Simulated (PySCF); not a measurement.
## Technetium: a sound run and one with changed settings

Sound run: Tc [Kr] 4d5 5s2, Tc⁺ [Kr] 4d5 5s1. Calculation: PySCF 2.14, in cc-pVDZ-PP with ECP28MDF (4s4p3d1f, 38 functions); a scalar-relativistic core potential. The sound run starts from symmetry-adapted Hartree-Fock orbitals and uses a fine grid where one is needed.

A second run was set up differently.

```tsv
species	method	sound run (hartree)	changed run (hartree)	converged
Tc	UHF	-79.84695	-79.81830	no
Tc	B3LYP	-80.46192	-80.45607	no
Tc	PBE0	-80.42377	-80.42205	no
Tc⁺	UHF	-79.64177	-79.64177	no
Tc⁺	B3LYP	-80.19337	-80.19337	no
Tc⁺	PBE0	-80.17462	-80.17462	no
```

Question: What was changed?
A. level shift left on
B. minimal basis
C. angular grid far too coarse
D. too few SCF iterations

Answer: D. It used initial guess 1e, at most 5 SCF cycles. The SCF was stopped early; the energies are upper bounds that still move, and correlated levels were skipped or rest on poor orbitals.
